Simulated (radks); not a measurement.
Values are calculated unless marked as measured or tabulated.
Excited configurations of Ag+: one electron is placed in a higher orbital outside [Kr] 4d9. The ground configuration is [Kr] 4d10. Level of theory: non-relativistic Kohn-Sham, LDA (Slater exchange, Perdew-Wang correlation), spin-polarised, spherical densities, point nucleus; open shells are filled with parallel spins first (spin-orbit coupling, left out, can overturn this in heavy ions); relativity is left out, which matters for an element this heavy (a radial shooting solver on a logarithmic mesh with Libxc functionals). Excitation = E - E(ground); binding = E(ion) - E, where the ion is the core of charge +2; n* = 2/sqrt(2 binding) in atomic units, and the quantum defect is n - n*.

| outer orbital | excitation (eV) | binding (eV) | quantum defect | eigenvalue (eV) |
|---|---|---|---|---|
| 5p | 11.044 | 11.484 | 2.823 | -8.575 |
| 5d | 16.587 | 5.941 | 1.973 | -4.357 |
| 5f | 20.140 | 2.388 | 0.226 | -1.838 |
| 6d | 19.038 | 3.490 | 2.051 | -2.712 |
| 6f | 20.831 | 1.697 | 0.337 | -1.345 |
| 7s | 18.736 | 3.792 | 3.211 | -3.067 |
| 7p | 19.331 | 3.196 | 2.874 | -2.573 |
| 7d | 20.236 | 2.291 | 2.126 | -1.830 |
| 7f | 21.264 | 1.264 | 0.438 | -1.021 |

The Delta-SCF ionisation energy is 22.528 eV (NIST Atomic Spectra Database: 21.484 eV, measured). Self-interaction in the functional shifts the binding energies and quantum defects, so they are the method's values and not measured ones. Relativity is left out here, which matters for elements this heavy. Open shells are spherical and high-spin; term and fine-structure splittings are not resolved.
